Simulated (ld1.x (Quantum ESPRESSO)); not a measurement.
An all-electron radial function and its pseudo partner (Nb)

Columns: radius, all-electron u(r) and pseudo u(r) of the 4s shell (level -64.75 eV) of niobium in the configuration [Ar] 3d10 4s2 4p6 4d4 5s0 5p0; PBEsol, scalar-relativistic, RRKJ scheme, ld1.x (Quantum ESPRESSO) 7.5.

| r (bohr) | all-electron | pseudo |
| --- | --- | --- |
| 0.108 | -0.3703 | -0.0313 |
| 0.215 | 0.1990 | -0.0858 |
| 0.322 | 0.5749 | -0.1795 |
| 0.430 | 0.3973 | -0.3172 |
| 0.538 | -0.0281 | -0.4876 |
| 0.645 | -0.4519 | -0.6677 |
| 0.752 | -0.7736 | -0.8335 |
| 0.860 | -0.9739 | -0.9628 |
| 0.968 | -1.0640 | -1.0383 |
| 1.075 | -1.0713 | -1.0558 |
| 1.182 | -1.0237 | -1.0219 |
| 1.290 | -0.9425 | -0.9487 |
| 1.398 | -0.8448 | -0.8524 |
| 1.505 | -0.7432 | -0.7483 |
| 1.612 | -0.6440 | -0.6462 |
| 1.720 | -0.5507 | -0.5511 |
| 1.828 | -0.4664 | -0.4664 |
| 1.935 | -0.3926 | -0.3926 |
| 2.042 | -0.3285 | -0.3285 |
| 2.150 | -0.2729 | -0.2729 |
| 2.258 | -0.2258 | -0.2258 |
| 2.365 | -0.1864 | -0.1864 |
| 2.472 | -0.1534 | -0.1534 |
| 2.580 | -0.1257 | -0.1257 |
| 2.688 | -0.1027 | -0.1027 |
| 2.795 | -0.0840 | -0.0840 |

Q: How many radial nodes do the two functions have?

A: The all-electron 4s function has n − l − 1 = 3 (the table is too coarse to show those close to the nucleus); the pseudo-wave has 0, since the states of the same l below it are removed with the core.

Q: At about which radius was the pseudo-wave matched?

A: 1.85 bohr. The columns agree to 0.0005 from 1.72 bohr on; several derivatives are matched, so the curves merge somewhat inside the radius.

Q: Is the pseudo-wave norm-conserving?

A: Yes: the RRKJ scheme keeps the norm inside the radius equal to the all-electron one, which fixes the energy derivative of the logarithmic derivative at the level.
